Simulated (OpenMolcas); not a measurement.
## Zr²⁺: from CASSCF to CASPT2

```json
{
 "Program": "OpenMolcas",
 "Basis": "ANO-RCC-VDZP [6s5p3d1f]",
 "Scalar Hamiltonian": "DKH2, point nucleus",
 "Active space": "2 electrons in 6 orbitals (4d 5s)",
 "State averaging": "2S+1 = 3 even, 15 roots; 2S+1 = 1 even, 21 roots",
 "Spin-orbit coupling": "state interaction with AMFI integrals over the reference wave functions, term energies averaged over their components"
}
```

Methods on the same reference wave functions:
A. CASSCF
B. SS-CASPT2, IPEA 0.25 Eh, imaginary shift 0.1 Eh (closed shells correlated: 4s 4p)
C. MS-CASPT2, IPEA 0.25 Eh, imaginary shift 0.1 Eh (closed shells correlated: 4s 4p)

Energies in cm-1 above 4d2 3F2, the measured ground level; measured values from Moore, Atomic Energy Levels, vol. II, NSRDS-NBS 35 (1971 reprint of NBS Circular 467, 1952); NIST levels as listed in Rynkun, Gaigalas and Jonsson, Astron. Astrophys. 637, A10 (2020).

```tsv
Level	A	B	C	Measured
4d2 3F2	0.0	0.0	0.0	0.0
4d2 3F3	718	736	736	681
4d2 3F4	1581	1596	1596	1486
4d2 1D2	7045	5470	5470	5742
4d2 3P0	10074	8360	8360	8062
4d2 3P1	10347	8650	8650	8326
4d2 3P2	10880	9180	9180	8838
4d2 1G4	13541	11740	11740	11049
4d 5s 3D1	19105	17570	17570	18399
4d 5s 3D2	19519	17970	17970	18803
4d 5s 3D3	20203	18670	18670	
4d 5s 1D2	29109	24880	24880	25066
4d2 1S0	29683	23570	23570	23979
5s2 1S0	56279	48660	48660	48507
```

Deviations, from unrounded energies. A percentage is the sum of absolute deviations over the sum of measured energies, with the sign that they share, or ± where signs differ.

| Against measurement | Levels | A | B | C |
| --- | --- | --- | --- | --- |
| mean absolute deviation (cm-1) | 12 | 2400 | 370 | 370 |
| fine structure of the ground term (%) | 2 | +6.1 | +7.6 | +7.6 |
| other terms of the ground configuration (%) | 6 | +23.6 | ±3.5 | ±3.5 |
| other configurations (%) | 4 | +12.0 | ±1.8 | ±1.8 |

B, C lie about equally close to measurement and A furthest from it. The largest miss of B in the table is 4d 5s 3D1, by -830 cm-1. The ranking rests on the paired levels alone, and a cruder setting can come out closer through cancelling errors.

Between B and C no level of the table moves by more than 5 cm-1.

The two smallest mean deviations differ by little beside CASPT2's spread within terms, so their order carries little weight.

From A to B the spin-free energies of the other terms of 4d2 shown, above 3F, scale by factors of 0.74 to 0.86, as is usual when dynamic correlation screens the repulsion within a d or f shell.

The lowest spin-free term lies below A's lowest term by 0.186 hartree in B, 0.186 hartree in C.

CASPT2 breaks the degeneracy within a term, and the mean is taken; among the terms shown or strongly mixed into the levels shown the widest spread is 550 cm-1 (4d2 3F, C). A single d shell beside an s shell can misplace configurations of different d count against each other. Without dynamic correlation excited terms often stand tens of per cent too high (terms of higher spin than the ground term too low), and those without a measured partner can miss by more than the paired ones (holds for A). Computed and measured levels are paired by configuration, term and J; levels that our copy of the source lacks, or whose pairing is in doubt (as where it misses far off the trend of its configuration), stay unpaired and out of the deviations. Only configurations of the active space appear.
